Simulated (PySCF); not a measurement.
# Core-level binding energies of (H2B-mu-AsH2)3

Compound: (H2B-mu-AsH2)3.
Bonds: B1–As4, B1–As12, As4–B5, B5–As8, As8–B9, B9–As12. Hydrogens: H2, H3 on B1; H13, H14 on As4; H6, H7 on B5; H15, H16 on As8; H10, H11 on B9; H17, H18 on As12.

Theory: PySCF 2.14.0, delta-SCF UKS SCAN, pcX-2 on the ionised atom, pcseg-1 elsewhere, spin-free X2C. Each binding energy is the total energy of the core-ionised species, with the hole localised on one atom, minus that of the ground state; both are solved self-consistently, so orbital relaxation is included.

Problem. Give the core binding energies atom by atom.

Solution. 
```csv
atom(s),bonded to,level,binding energy (eV),count
B1/B5/B9,2 H and 2 As,B 1s,194.22,3
```

Problem. What is the longest wavelength that can ionise B 1s of B1/B5/B9 vertically?

Solution. λ = hc/E = 12398.42 eV Å / 194.22 eV = 63.837 Å.

Atoms equivalent by their bonding share one computed value, that of the first of them. No level of arsenic is listed. The structure is a single PBE0-D3(BJ)/def2-SVP conformer in the gas phase; no vibrational or solvent corrections.

Time: 19 s of wall time; peak memory 0.51 GiB. Hardware: an Arm Neoverse V2 with one thread, shared host with 96 logical CPUs at a one-minute load of 119.
